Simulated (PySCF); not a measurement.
Trend along the third period: MBr molecules

PBE0 with double-zeta basis sets in PySCF, for the lowest determinant that a PBE0 search found; no spin–orbit coupling. De refers to high-spin ground-configuration atoms. A positive dipole means M(−)Br(+).

```csv
M,basis,state (unpaired electrons),Re (Å),ωe (cm⁻¹),De (eV),μ (D)
Na,pcseg-1,singlet (closed shell),2.508,301,3.66,-8.88
Mg,cc-pVDZ/cc-pVDZ-PP,doublet (σ ↑),2.380,364,2.82,-3.34
Al,x2c-SVPall,singlet (closed shell),2.309,382,4.59,-1.44
Si,pcseg-1,doublet (π ↑),2.255,416,3.80,-0.94
Cl,cc-pVDZ-PP/cc-pV(D+d)Z,singlet (closed shell),2.152,445,2.24,0.67
```

The shortest bond is that of BrCl (2.152 Å), the longest that of NaBr (2.508 Å). AlBr is bound most strongly (4.59 eV) and BrCl least (2.24 eV).

The rows differ in basis set, which adds steps of its own.

The state changes along the series, so neighbouring rows are not always alike in their bonding.

States were picked by a PBE0 search and need not be the measured ground states.
